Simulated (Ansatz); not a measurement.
Start from `C#C[SiH2]N` and change one atom or group to get `C#C[SiH2][AlH][Cl]`.

Ansatz, PBE0-D4/def2-TZVP geometries, multiplicity 1. Each molecule was computed in one conformer, which needn't be the lowest.

```
                                                                                  property  `C#C[SiH2]N`
                                          size of the dipole moment (B3LYP/def2-TZVPP) / D          1.43
                                                     LUMO energy (ωB97M-V/def2-TZVPP) / eV          1.57
                                                        HOMO energy (PBE0/def2-TZVPP) / eV         -7.68
                                                      HOMO–LUMO gap (PBE0/def2-TZVPP) / eV          7.44
ideal-gas entropy at 298 K and 1 bar (rigid rotor, harmonic PBE0-D4/def2-TZVP) / J/(mol·K)           314
                                                        LUMO energy (PBE0/def2-TZVPP) / eV         -0.24
```

Question: Give the same properties after the change, and the shifts. (Estimate.)

Answer: Computed: 
```
                                                                                  property  `C#C[SiH2][AlH][Cl]`  shift
                                          size of the dipole moment (B3LYP/def2-TZVPP) / D                  1.54   0.11
                                                     LUMO energy (ωB97M-V/def2-TZVPP) / eV                 -0.36  -1.93
                                                        HOMO energy (PBE0/def2-TZVPP) / eV                 -7.55   0.13
                                                      HOMO–LUMO gap (PBE0/def2-TZVPP) / eV                  5.50  -1.94
ideal-gas entropy at 298 K and 1 bar (rigid rotor, harmonic PBE0-D4/def2-TZVP) / J/(mol·K)                   386     72
                                                        LUMO energy (PBE0/def2-TZVPP) / eV                 -2.05  -1.81
```

With PBE0 the HOMO rises by 0.13 eV and the LUMO falls by 1.81 eV, so the gap narrows by about 1.94 eV. PBE moves the HOMO by -0.20 eV and ωB97M-V by 0.51 eV. Dipoles are sizes alone; their direction can turn. Modes under 60 cm⁻¹, often nearly free rotors, make the harmonic entropy too high.

B3LYP here is the variant with VWN-RPA as its local correlation; programs differ in this.
